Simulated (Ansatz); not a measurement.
Basis-set series for `I[SiH]1BC1`. Charge 0, multiplicity 1. I: def2 effective core potential. The structure was optimised at the PBE0-D4/def2-TZVP level.

```xyz
8

I     0.668   -2.837   -0.958
Si    0.146   -0.462   -0.911
B     0.916    0.750    0.320
C    -0.508    0.605    0.702
H    -0.928   -0.214   -1.895
H     1.908    0.843    0.962
H    -0.844    0.494    1.732
H    -1.359    0.820    0.047
```

```json
{"functional": "PBE0-D4", "basis": "def2-SVP", "functions": "92", "energy (Eh)": "-652.19866", "HOMO (eV)": "-7.01", "LUMO (eV)": "-1.61"}
{"functional": "PBE0-D4", "basis": "def2-QZVPP", "functions": "386", "energy (Eh)": "-652.39575", "HOMO (eV)": "-7.02", "LUMO (eV)": "-1.66"}
{"functional": "ωB97M-V", "basis": "def2-SVP", "functions": "92", "energy (Eh)": "-652.30381", "HOMO (eV)": "-9.00", "LUMO (eV)": "0.40"}
{"functional": "ωB97M-V", "basis": "def2-QZVPP", "functions": "386", "energy (Eh)": "-652.50546", "HOMO (eV)": "-9.05", "LUMO (eV)": "0.22"}
```

Q: Give the rows for def2-TZVPP. (Best estimate.)

A: Computed: 
```
functional       basis  functions  energy (Eh)  HOMO (eV)  LUMO (eV)
   PBE0-D4  def2-TZVPP        210   -652.38124      -7.02      -1.64
   ωB97M-V  def2-TZVPP        210   -652.49182      -9.04       0.28
```

Positive LUMOs are unbound and depend on the basis.
